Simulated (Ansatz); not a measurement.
Ansatz (an electronic-structure program) input (CCSD(T)/aug-cc-pV(D+d)Z):
A basis named .json is the Basis Set Exchange file of that set.

Ansatz 0.2 input:
```yaml
crystal:
  periodic: [false, false, false]
  atoms:
    - {symbol: Si, position_ang: [-0.21855488, -0.22630866, 0.49444322]}
    - {symbol: C, position_ang: [-2.02670085, -0.22781155, 0.25996117]}
    - {symbol: Cl, position_ang: [0.68777815, -1.35755267, -0.97261018]}
    - {symbol: Cl, position_ang: [0.50231633, 1.69766403, 0.34662977]}
    - {symbol: H, position_ang: [0.18346958, -0.77285411, 1.79787259]}
    - {symbol: H, position_ang: [-2.49827062, 0.25068268, -0.59016805]}
    - {symbol: H, position_ang: [-2.69683158, -0.72453112, 0.95199039]}
basis:
  gaussian:
    orbitals: aug-cc-pV_D+d_Z.json
magnetization: {spin_polarized: true, initial_magnetization: 1}
correlation: {method: ccsd_t, electrons: outside_noble_gas}
output: {forces: true}
```

Output:

```
Functional definition: HF
integrals: 0.65 GiB planned
1437 factors; integrals over basis functions are off by at most 6.6e-4 eV
mean field: 1.15 GiB planned
mean field evaluation 1: about -33948.3397 eV, gradient 1.6e1 eV
mean field evaluation 2: about -33948.3415 eV, gradient 1.6e1 eV
mean field evaluation 4: about -33950.1572 eV, gradient 1.9e0 eV
mean field evaluation 8: about -33950.1970 eV, gradient 2.8e-1 eV
mean field evaluation 16: about -33950.1545 eV, gradient 1.9e0 eV
mean field -33950.19866998 eV, -1247.6467888507 hartree, gradient 3.8e-6 eV, S^2 0.760363; 0 other end points of the search recorded, 0 dependent functions left out
16 core orbitals not correlated
reference -33950.19866998 eV, -1247.6467888507 hartree; 13, 12 occupied and 117, 118 virtual orbitals, 1437 factors
densities: 4.08 GiB planned
second order -14.00962192 eV of doubles, -0.00000000 eV of singles
coupled cluster: 2.33 GiB planned
cycle   1  -15.05140903 eV  change    -1.0e0 eV  update   8.0e-2
cycle   2  -15.39916588 eV  change   -3.5e-1 eV  update   2.4e-2
cycle   3  -15.46163154 eV  change   -6.2e-2 eV  update   1.1e-2
cycle   4  -15.46098907 eV  change    6.4e-4 eV  update   3.7e-3
cycle   5  -15.46011147 eV  change    8.8e-4 eV  update   1.7e-3
cycle   6  -15.46042218 eV  change   -3.1e-4 eV  update   6.0e-4
cycle   7  -15.46063456 eV  change   -2.1e-4 eV  update   2.6e-4
cycle   8  -15.46066526 eV  change   -3.1e-5 eV  update   9.2e-5
cycle   9  -15.46065074 eV  change    1.5e-5 eV  update   4.1e-5
cycle  10  -15.46063995 eV  change    1.1e-5 eV  update   1.4e-5
cycle  11  -15.46063902 eV  change    9.3e-7 eV  update   6.0e-6
cycle  12  -15.46064013 eV  change   -1.1e-6 eV  update   2.5e-6
perturbative correction -0.47850434 eV, -0.0175847103 hartree
the calculation of the forces begins
Total energy: -33966.13781446 eV, -1248.2325416062 hartree
Atom 0 at    -0.218555    -0.226309     0.494443 Å, force     0.129814    -0.084063     0.184477 eV/Å
Atom 1 at    -2.026701    -0.227812     0.259961 Å, force     0.099156     0.014295     0.040131 eV/Å
Atom 2 at     0.687778    -1.357553    -0.972610 Å, force     0.156906    -0.194048    -0.236224 eV/Å
Atom 3 at     0.502316     1.697664     0.346630 Å, force     0.122505     0.322428    -0.016742 eV/Å
Atom 4 at     0.183470    -0.772854     1.797873 Å, force     0.029105    -0.045078     0.109766 eV/Å
Atom 5 at    -2.498271     0.250683    -0.590168 Å, force    -0.221788     0.239263    -0.426353 eV/Å
Atom 6 at    -2.696832    -0.724531     0.951990 Å, force    -0.315698    -0.252797     0.344945 eV/Å
Dipole moment:    -0.367460    -0.092891     0.163906 e Å
```

It need not be the lowest isomer of its formula.
